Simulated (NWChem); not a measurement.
Species: CuCl; SMILES [Cu][Cl]

```xyz
2

Cu     0.0000     0.0000    -0.7705
Cl     0.0000     0.0000     1.3054
```
Atoms are numbered in this order, from 1.

Level: PBE0-D3(BJ)/def2-TZVP (NWChem), optimised geometry, unscaled harmonic frequencies. 

```json
[
 {"frequency (cm⁻¹)": "398", "IR intensity (km/mol)": "20.6"}
]
```

```json
{
 "zero_point_energy": "0.6 kcal/mol",
 "thermal correction to the enthalpy at 298.15 K (with zero-point energy)": "2.8 kcal/mol",
 "heat capacity Cv": "6.4 cal/(mol K)",
 "entropy at 298.15 K and 1 atm (symmetry number 1)": "56.7 cal/(mol K)",
 "dipole_moment": "5.22 D"
}
```

Rigid rotor and harmonic oscillator.
